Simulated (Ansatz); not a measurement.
The lowest singlet and triplet of O2 (SMILES O=O); geometries from B3LYP-D3(BJ)/def2-TZVP, each state relaxed from the structure named, with no frequency check, low spin by broken symmetry.
Singlet (charge 0, multiplicity 1):
```
atom   x (Å)   y (Å)    z (Å)
----  ------  ------  -------
O     0.0000  0.0000  -0.6023
O     0.0000  0.0000   0.6023
```
Triplet (charge 0, multiplicity 3):
```xyz
2

O      0.000     0.000    -0.602
O      0.000     0.000     0.602
```

A positive gap puts the triplet lower; no zero-point energy. R- takes a restricted singlet, here one determinant of a half-filled degenerate or near-degenerate pair, which mixes singlet states. U- takes an unrestricted singlet (broken symmetry where lower, unprojected). The triplet is unrestricted in single-reference levels. Active spaces average the two states.

Correlated levels freeze the cores.

Programs: Ansatz (a first-principles code). Values without a source in brackets are computed.

### Question
One of these levels gives 1.778 eV for the gap E(singlet) − E(triplet), adiabatic. Which?
(A) R-wB97M-V/def2-TZVPP
(B) R-PBE0/def2-TZVPP
(C) U-BHLYP/def2-TZVPP (spin-contaminated)
(D) SA-CASSCF(12,8)/cc-pVDZ

### Answer
B, R-PBE0/def2-TZVPP. The others give 0.514 (U-BHLYP/def2-TZVPP (spin-contaminated)), 1.512 (R-wB97M-V/def2-TZVPP), 0.966 (SA-CASSCF(12,8)/cc-pVDZ)

Doubts at one or more of the structures used: a restricted determinant that unrestricted orbitals would lower (R-PBE0/def2-TZVPP, R-wB97M-V/def2-TZVPP).
